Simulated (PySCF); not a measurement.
F₂GeH₄Si, SMILES F[SiH](F)[GeH3].

Geometry: PBE0-D3(BJ)/def2-SVP. This is a generated structure with no PubChem entry under its InChIKey; it may be hypothetical.

All values below come from PBE/def2-TZVP (PySCF).

Symmetry labels are those of the subgroup Cs that the program uses (full group Cs).

Computed valence orbital energies around the gap with their symmetry:
| orbital | symmetry | energy (eV) |
|---|---|---|
| HOMO−7 | A' | -11.37 |
| HOMO−6 | A' | -10.98 |
| HOMO−5 | A" | -10.25 |
| HOMO−4 | A" | -9.98 |
| HOMO−3 | A' | -9.66 |
| HOMO−2 | A' | -8.71 |
| HOMO−1 | A" | -8.71 |
| HOMO | A' | -7.34 |
| LUMO | A" | -1.17 |
| LUMO+1 | A' | -1.08 |
| LUMO+2 | A' | -0.25 |
| LUMO+3 | A' | 0.22 |
